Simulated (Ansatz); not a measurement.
Start from `OBO[SiH2][SiH3]` and change one atom or group to get `[SiH3][SiH2][O][SnH3]`.

Ansatz, PBE0-D4/def2-TZVP geometries, multiplicity 1. Each molecule was computed in one conformer, which needn't be the lowest.

Elements past krypton have def2 core potentials.

```json
{"property": "HOMO–LUMO gap (ωB97M-V/def2-TZVPP) / eV", "`OBO[SiH2][SiH3]`": "11.68"}
{"property": "HOMO–LUMO gap (PBE0/def2-TZVPP) / eV", "`OBO[SiH2][SiH3]`": "7.85"}
{"property": "size of the dipole moment (B3LYP/def2-TZVPP) / D", "`OBO[SiH2][SiH3]`": "1.23"}
{"property": "HOMO–LUMO gap (B3LYP/def2-TZVPP) / eV", "`OBO[SiH2][SiH3]`": "7.50"}
{"property": "HOMO energy (PBE/def2-TZVPP) / eV", "`OBO[SiH2][SiH3]`": "-6.96"}
{"property": "LUMO energy (PBE/def2-TZVPP) / eV", "`OBO[SiH2][SiH3]`": "-1.17"}
```

Question: Give the same properties after the change, and the shifts. (Best estimate.)

Answer: Ansatz gave: 
```
                                        property  `[SiH3][SiH2][O][SnH3]`  shift
         HOMO–LUMO gap (ωB97M-V/def2-TZVPP) / eV                    10.31  -1.37
            HOMO–LUMO gap (PBE0/def2-TZVPP) / eV                     6.70  -1.15
size of the dipole moment (B3LYP/def2-TZVPP) / D                     2.32   1.09
           HOMO–LUMO gap (B3LYP/def2-TZVPP) / eV                     6.29  -1.21
               HOMO energy (PBE/def2-TZVPP) / eV                    -6.47   0.49
               LUMO energy (PBE/def2-TZVPP) / eV                    -1.75  -0.58
```

With PBE0 the HOMO rises by 0.53 eV and the LUMO falls by 0.63 eV, so the gap narrows by about 1.16 eV. PBE moves the HOMO by 0.49 eV and ωB97M-V by 0.54 eV. Dipoles are sizes alone; their direction can turn.

B3LYP here is the variant with VWN-RPA as its local correlation; programs differ in this.
